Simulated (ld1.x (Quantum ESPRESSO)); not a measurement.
## nickel (Ni), PAW: configuration errors across variants

```json
{"Element": "Ni (Z = 28)", "Generator": "ld1.x (Quantum ESPRESSO) 7.5", "Type": "PAW", "Functional": "LDA (PZ)", "Relativity": "fully relativistic", "Frozen core": "[Ar]", "Valence charge": "10", "Reference configuration": "3d8.5 4s1.5 4p0", "Partial waves": "4s (bound): rcut 1.60, rcutus 1.95 bohr; 4s channel at 3.45 Ry: rcut 1.60, rcutus 1.95 bohr; 4p (bound, empty): rcut 2.10, rcutus 2.60 bohr; 4p channel at 0.9 Ry: rcut 2.10, rcutus 2.60 bohr; 3d (bound): rcut 0.90, rcutus 1.15 bohr; 3d channel at 4.7 Ry: rcut 0.90, rcutus 1.15 bohr", "Local potential": "all-electron potential smoothed inside 0.90 bohr (lloc = -2)", "Core correction": "Bessel-smoothed model core inside 0.75 bohr", "Augmentation charge": "BESSEL, radius 0.85 bohr"}
```

Open shells are filled in proportion to 2j + 1 (rel_dist='average').

All-electron excitation energies from the reference (eV): (1) 3d8 4s2 4p0 1.201; (2) 3d8 4s1 4p0 10.802; (3) 3d8 4s0 4p0 28.462; (4) 3d8 4s1 4p1 5.880; (5) 3d7 4s2 4p1 11.856; (6) 3d6 4s0 4p0 124.125; (7) 3d9 4s1 4p0 -0.429.

Tests that are not counted but printed errors over 1 eV. “waves 4p (bound): rcut 1.54, rcutus 1.64 bohr; 4p channel at 0.9 Ry: rcut 1.54, rcutus 1.64 bohr”: 3d8 4s1 4p1 (solver errors, printed error -2.7 eV).

Errors AE − PS in meV (a dash: test not solved or not reliable):

```csv
change,(1),(2),(3),(4),(5),(6),(7),bound ghosts
base,-19,-14,-14,-18,-221,-1566,-12,not determined
"waves 4p (bound): rcut 1.54, rcutus 1.64 bohr; 4p channel at 0.9 Ry: rcut 1.54, rcutus 1.64 bohr",-19,-14,-14,–,–,-1566,-12,not determined
"waves 4p (bound): rcut 1.94, rcutus 2.06 bohr; 4p channel at 0.9 Ry: rcut 1.94, rcutus 2.06 bohr",-19,-14,-14,-18,-249,-1566,-12,not determined
"waves 4p (bound): rcut 2.10, rcutus 2.38 bohr; 4p channel at 0.9 Ry: rcut 2.10, rcutus 2.38 bohr",-19,-14,-14,-18,-238,-1566,-12,not determined
"waves 4p (bound): rcut 2.10, rcutus 2.72 bohr; 4p channel at 0.9 Ry: rcut 2.10, rcutus 2.72 bohr",-19,-14,-14,-18,-214,-1566,-12,not determined
"waves 4p (bound): rcut 2.10, rcutus 3.18 bohr; 4p channel at 0.9 Ry: rcut 2.10, rcutus 3.18 bohr",-19,-14,-14,-18,-154,-1567,-12,not determined
"waves 4p (bound): rcut 2.10, rcutus 3.58 bohr; 4p channel at 0.9 Ry: rcut 2.10, rcutus 3.58 bohr",-19,-14,-14,-19,–,–,–,not determined
"waves 4p (bound): rcut 2.10, rcutus 3.86 bohr; 4p channel at 0.9 Ry: rcut 2.10, rcutus 3.86 bohr",-19,-14,-14,–,–,–,–,not determined
```

(1) Give the same row for: waves 4p (bound): rcut 2.10, rcutus 2.88 bohr; 4p channel at 0.9 Ry: rcut 2.10, rcutus 2.88 bohr.

Answers

(1) -19, -14, -14, -18, -189, -1567, -12; bound ghosts: not determined.
